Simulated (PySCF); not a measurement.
Compound: C7H6NO (doublet state).
Cartesian coordinates in Å at the GFN2-xTB level; atoms count from 1:
```
atom  x, y, z in Å
C1     2.202    1.011    0.451
C2     2.105   -0.062   -0.071
C3     2.022   -1.381   -0.727
O4     2.900   -2.190   -0.495
N5     0.996   -1.435   -1.520
C6    -0.085   -0.554   -1.714
C7    -0.885   -0.316   -0.525
C8    -1.498   -0.178    0.498
C9    -2.254    0.035    1.709
H10    2.303    1.942    0.928
H11    0.246    0.407   -2.144
H12   -0.714   -1.038   -2.476
H13   -1.717    0.717    2.368
H14   -2.395   -0.915    2.224
H15   -3.229    0.459    1.473
```

The hyperfine couplings belong to this conformer and change with its torsions.

As a line formula: `C#CC(=O)[N]CC#CC` [radical].

Theory: PySCF 2.14.0, UKS B3LYP, pcH-1 on C H N O, non-relativistic, mean-field spin-orbit, GIAO. Isolated species at its GFN2-xTB geometry (one conformer only). GFN2-xTB frequencies show an imaginary mode (21i cm⁻¹), so this geometry is no minimum at that level. Couplings are sensitive to structure, and on GFN2-xTB geometries they can be far from those on DFT ones. No stability test was run, so a lower SCF solution isn't excluded.

Q: What is the g tensor, term by term?

A: 
```
                    Δg (ppt)      1      2      3
relativistic mass correction  -0.24  -0.24  -0.24
            gauge correction  -0.02   0.05   0.04
   orbital Zeeman/spin–orbit   1.08   1.47  13.04
                       total   0.83   1.28  12.84
```

So g = 2.00315, 2.00360, 2.01516 and g_iso = 2.00731; the tensor is close to axial: the two nearest values differ by 4 % of g3 − g1. 

Q: How much does each term add to the isotropic shift?

A: The orbital-Zeeman/spin–orbit term 5.20, the mass correction -0.24 and the gauge correction 0.02 ppt, for a total of 4.99 ppt. The orbital-Zeeman/spin–orbit term is the largest in size. The mass correction is the same along every axis, so the anisotropy comes from the other two: their spans along these axes are 0.06 (gauge) and 11.96 ppt (orbital Zeeman/spin–orbit).

Q: What effective moment and Curie constant follow for a powder?

A: With the mean of g² = 4.0293 and S(S+1) = 0.75: μ_eff = √(⟨g²⟩S(S+1)) = 1.738 μB and χT = 0.12505·⟨g²⟩·S(S+1) = 0.378 cm³ K/mol (cgs; spin-Hamiltonian part alone).

Q: In a frozen sample, at which fields do the three g values resonate at 9.5, 34, 94 and 263 GHz (hyperfine left aside), and which band first spreads them over more than twice a line width of 0.3 mT?

A: 
```csv
band,GHz,B(g3) mT,B(g2) mT,B(g1) mT,spread mT
X,9.5,336.82,338.77,338.84,2.02
Q,34.0,1205.47,1212.43,1212.70,7.23
W,94.0,3332.77,3352.00,3352.76,19.99
J,263.0,9324.68,9378.48,9380.59,55.92
```

The spread grows in proportion to the frequency. X band is the first where it exceeds 0.6 mT.

Largest spin populations (Mulliken): N5 (+0.74), O4 (+0.21), C3 (-0.09) and H11 (+0.08). The positive populations add up to 1.14 and the negative ones to -0.14, together 2S = 1.

The HOMO–LUMO gaps are 6.31 eV among the α and 2.33 eV among the β orbitals.
